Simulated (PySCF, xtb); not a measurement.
F2Si, SMILES [Si](F)F (connectivity only; charge and spin as stated), charge +1, multiplicity 2.

Harmonic wavenumbers (cm⁻¹) from GFN2-xTB (xtb) at its own minimum, in rising order: 198, 910, 1064.

Q: What does B3LYP-D3(BJ)/def2-TZVP run with PySCF give at its own minimum? (An estimate is asked for; the answer gives what the named calculation found.)

A: 287, 920, 1107. Paired by order, the mean absolute difference is 47 cm⁻¹ and the zero-point energies are 3.1 and 3.3 kcal/mol.
